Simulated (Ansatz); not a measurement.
GeH$_{5}$Si (`[SiH2][GeH3]`) radical. Charge 0, multiplicity 2. The structure was optimised at the PBE0-D4/def2-TZVP level.

```xyz
7

Si    0.570    0.999   -0.844
Ge   -0.253   -0.522    0.778
H     1.495    0.371   -1.828
H    -0.507    1.730   -1.567
H    -1.153    0.226    1.775
H    -1.074   -1.659    0.140
H     0.923   -1.145    1.546
```

Question: What is the dipole moment at PBE/def2-TZVPP? (An estimate is asked.)

Answer: Ansatz gave: 0.06 D, with components (-0.02, -0.04, 0.04) D in this frame, pointing from negative to positive charge.

Question: And with r2SCAN, B3LYP, ωB97M-V? (Estimate.)

Answer: Ansatz gave: r2SCAN 0.03 D, B3LYP 0.05 D, ωB97M-V 0.12 D.

Question: Give the Mulliken charges with PBE, ωB97M-V, r2SCAN in def2-TZVPP. (Best estimate.)

Answer: Computed: 
```json
{"atom": "Si1", "PBE": "0.01", "ωB97M-V": "0.00", "r2SCAN": "0.06"}
{"atom": "Ge2", "PBE": "0.05", "ωB97M-V": "-0.04", "r2SCAN": "0.07"}
{"atom": "H3", "PBE": "-0.03", "ωB97M-V": "0.00", "r2SCAN": "-0.05"}
{"atom": "H4", "PBE": "-0.03", "ωB97M-V": "0.00", "r2SCAN": "-0.05"}
{"atom": "H5", "PBE": "0.00", "ωB97M-V": "0.02", "r2SCAN": "-0.01"}
{"atom": "H6", "PBE": "0.00", "ωB97M-V": "0.02", "r2SCAN": "-0.01"}
{"atom": "H7", "PBE": "0.00", "ωB97M-V": "0.02", "r2SCAN": "-0.01"}
```

B3LYP here is the variant with VWN-RPA as its local correlation; programs differ in this.
